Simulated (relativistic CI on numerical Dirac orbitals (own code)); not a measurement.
# One change at a time: Ag XXVIII

Base calculation: Dirac-Coulomb-Breit CI, orbitals from a KLI potential per configuration, a model potential for QED, unscaled Slater integrals.

Configurations in the expansion (outside the closed core [Ne]): 3s2 3p6 3d2, 3s2 3p5 3d3, 3s 3p6 3d3, 3s2 3p6 3d 4s, 3s2 3p6 3d 4p, 3s2 3p6 3d 4d, 3s2 3p6 3d 4f, 3s2 3p5 3d2 4s, 3s2 3p5 3d2 4p, 3s2 3p5 3d2 4d, 3s2 3p6 4s2, 3p6 3d4, 3p5 3d5. Double excitations out of closed p, d and f shells are left out; levels of such configurations are missing from the list, as are those of other unlisted configurations, and high levels can miss mixing partners. These lack a partner that the ground configuration has and come out too high: 3s2 3p5 3d2 4s, 3s2 3p5 3d2 4p, 3s2 3p5 3d2 4d.

Variants: (1) configuration mixing switched off; (2) QED terms removed. Shifts of the energy above 3s2 3p6 3d2 3F_2, in cm⁻¹, for the lowest level and the first level of each name with at least 55 % of one term (blank where a level changes its place among those of its configuration and J or its character, or is not in the variant):

| Level | Base | Δ(1) | Δ(2) |
| --- | --- | --- | --- |
| 3s2 3p6 3d2 3F_2 | 0 | 0 | 0 |
| 3s2 3p6 3d2 3F_3 | 53368 | -226 | -181 |
| 3s2 3p6 3d2 3P_0 | 85579 | +3098 | -32 |
| 3s2 3p6 3d2 3F_4 | 93215 | -91 | -260 |
| 3s2 3p6 3d2 3P_1 | 118561 | +3336 | -171 |
| 3s2 3p6 3d2 1G_4 | 164807 | +309 | -292 |
| 3s2 3p6 3d2 3P_2 | 175738 | +2764 | -362 |
| 3s2 3p6 3d2 1S_0 | 307875 | +1168 | -317 |
| 3s2 3p5 3d3 5D°_1 | 1150981 | -2575 | +586 |
| 3s2 3p5 3d3 5D°_0 | 1163304 | -2599 | +552 |
| 3s2 3p5 3d3 5S°_2 | 1195666 | -2593 | +435 |
| 3s2 3p5 3d3 5G°_6 | 1245434 | -2693 | +392 |
| 3s2 3p5 3d3 3P°_0 | 1291010 | -2455 | +572 |
| 3s2 3p5 3d3 3I°_7 | 1340890 | -2739 | +311 |

At this charge energies of transitions that change n are usually good to better than 1 %, and those within a shell (Δn = 0) to a few per cent. Terms inside the open d or f shell come out 10 to 20 % too wide with unscaled integrals.

Ionisation energy from the two ground configurations alone: base 1460.56 eV. The NIST ASD value (theoretical) is 1460 eV.

LS names give the leading component of a level, which can be under half, so a name can repeat, a term be missing and a line seem to break the LS rules.
